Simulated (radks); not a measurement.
Results of a calculation; reference values are marked as such.
How relativity changes the ionisation of neutral holmium ([Xe] 4f11 6s2) to Ho+ ([Xe] 4f11 6s1). Spin-unpolarised spherical Kohn-Sham, PBEsol, point nucleus unless stated (finite: rms radius 5.2022 fm), a radial shooting solver on a logarithmic mesh with Libxc functionals. A level marked "c x" has the speed of light scaled by that factor and shares open shells by 2j + 1; other Dirac levels either fill j = l - 1/2 first or share by 2j + 1.

non-rel.: E(Ho) (hartree) -12065.0512; E(Ho+) (hartree) -12064.8352; IE (eV) 5.879; HOMO 6s; <r> HOMO (bohr) 4.344
scalar-rel.: E(Ho) (hartree) -12612.2475; E(Ho+) (hartree) -12612.0151; IE (eV) 6.323; HOMO 4f; <r> HOMO (bohr) 0.8561
scalar-rel., finite nucleus: E(Ho) (hartree) -12611.0624; E(Ho+) (hartree) -12610.8301; IE (eV) 6.323; HOMO 4f; <r> HOMO (bohr) 0.8561
Dirac, 2j+1 shares: E(Ho) (hartree) -12624.3488; E(Ho+) (hartree) -12624.1162; IE (eV) 6.327; HOMO 4f7/2; <r> HOMO (bohr) 0.8676
Dirac, low j first: E(Ho) (hartree) -12624.3949; E(Ho+) (hartree) -12624.1624; IE (eV) 6.325; HOMO 4f7/2; <r> HOMO (bohr) 0.8696
Dirac, 2j+1 shares, finite nucleus: E(Ho) (hartree) -12623.1556; E(Ho+) (hartree) -12622.9231; IE (eV) 6.326; HOMO 4f7/2; <r> HOMO (bohr) 0.8675
Dirac, c x 1.5: E(Ho) (hartree) -12296.4891; E(Ho+) (hartree) -12296.2668; IE (eV) 6.048; HOMO 6s1/2; <r> HOMO (bohr) 4.224
Dirac, c x 3: E(Ho) (hartree) -12120.6940; E(Ho+) (hartree) -12120.4765; IE (eV) 5.918; HOMO 6s1/2; <r> HOMO (bohr) 4.315
Dirac, c x 100: E(Ho) (hartree) -12065.1007; E(Ho+) (hartree) -12064.8846; IE (eV) 5.879; HOMO 6s1/2; <r> HOMO (bohr) 4.344

NIST Atomic Spectra Database: 6.022 eV (measured). The relativistic part of the total energy of Ho is -558.1 hartree (Dirac, 2j+1 shares, finite nucleus), 4.6 % of the non-relativistic value. Spin polarisation and multiplet splitting of open shells are left out at every level.

Beside tabulated values, note that relativity, absent from the non-relativistic runs, is large for the heavy elements, and spin-unpolarised runs miss the spin-polarisation part of the exchange energy of open shells.
